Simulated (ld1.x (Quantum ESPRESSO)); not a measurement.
**An all-electron radial function and its pseudo partner (technetium (Tc))**

Columns: radius, all-electron u(r) and pseudo u(r) of the 4d shell (level -6.78 eV) of technetium in the configuration [Ar] 3d10 4s2 4p6 4d5 5s2 5p0; BP86, scalar-relativistic, ultrasoft scheme, ld1.x (Quantum ESPRESSO) 7.5.

```csv
r (bohr),all-electron,pseudo
0.152,0.2764,-0.0083
0.305,0.3595,-0.0616
0.458,0.0992,-0.1814
0.610,-0.2265,-0.3529
0.762,-0.4924,-0.5371
0.915,-0.6705,-0.6897
1.068,-0.7671,-0.7811
1.220,-0.8025,-0.8107
1.372,-0.7977,-0.7993
1.525,-0.7677,-0.7677
1.678,-0.7237,-0.7237
1.830,-0.6731,-0.6731
1.982,-0.6203,-0.6203
2.135,-0.5677,-0.5677
2.288,-0.5172,-0.5172
2.440,-0.4699,-0.4699
2.592,-0.4260,-0.4260
2.745,-0.3853,-0.3853
2.898,-0.3479,-0.3479
3.050,-0.3141,-0.3141
3.202,-0.2833,-0.2833
3.355,-0.2552,-0.2552
3.508,-0.2297,-0.2297
3.660,-0.2068,-0.2068
3.812,-0.1861,-0.1861
3.965,-0.1672,-0.1672
```

**Question.** How many radial nodes do the two functions have?

**Answer.** The all-electron 4d function has n − l − 1 = 1; the pseudo-wave has 0, since the states of the same l below it are removed with the core.

**Question.** At about which radius was the pseudo-wave matched?

**Answer.** 1.50 bohr, where the columns begin to agree (steps of 0.15 bohr).

**Question.** Is the pseudo-wave norm-conserving?

**Answer.** No, it belongs to an ultrasoft set: the norm inside the radius is not constrained, and the difference is carried by the augmentation charge.
